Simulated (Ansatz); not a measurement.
One change: `[SiH3]O/C=C\S` becomes `C/C=C/S`.

Ansatz, PBE0-D4/def2-TZVP geometries, multiplicity 1. Each molecule was computed in one conformer, which needn't be the lowest.

```json
{"property": "HOMO–LUMO gap (PBE/def2-TZVPP) / eV", "`[SiH3]O/C=C\\S`": "4.02"}
{"property": "LUMO energy (PBE/def2-TZVPP) / eV", "`[SiH3]O/C=C\\S`": "-0.94"}
{"property": "LUMO energy (B3LYP/def2-TZVPP) / eV", "`[SiH3]O/C=C\\S`": "-0.27"}
{"property": "LUMO energy (ωB97M-V/def2-TZVPP) / eV", "`[SiH3]O/C=C\\S`": "1.63"}
{"property": "HOMO energy (B3LYP/def2-TZVPP) / eV", "`[SiH3]O/C=C\\S`": "-5.83"}
{"property": "size of the dipole moment (ωB97M-V/def2-TZVPP) / D", "`[SiH3]O/C=C\\S`": "1.85"}
```

Q: What does the change do to each property? (Estimate.)

A: Ansatz gave: 
```tsv
property	`C/C=C/S`	shift
HOMO–LUMO gap (PBE/def2-TZVPP) / eV	4.45	0.43
LUMO energy (PBE/def2-TZVPP) / eV	-0.69	0.25
LUMO energy (B3LYP/def2-TZVPP) / eV	0.06	0.33
LUMO energy (ωB97M-V/def2-TZVPP) / eV	2.37	0.74
HOMO energy (B3LYP/def2-TZVPP) / eV	-6.00	-0.17
size of the dipole moment (ωB97M-V/def2-TZVPP) / D	1.29	-0.56
```

With PBE0 the HOMO falls by 0.17 eV and the LUMO rises by 0.34 eV, so the gap widens by about 0.51 eV. PBE moves the HOMO by -0.18 eV and ωB97M-V by -0.17 eV. Dipoles are sizes alone; their direction can turn.

B3LYP here is the variant with VWN-RPA as its local correlation; programs differ in this.
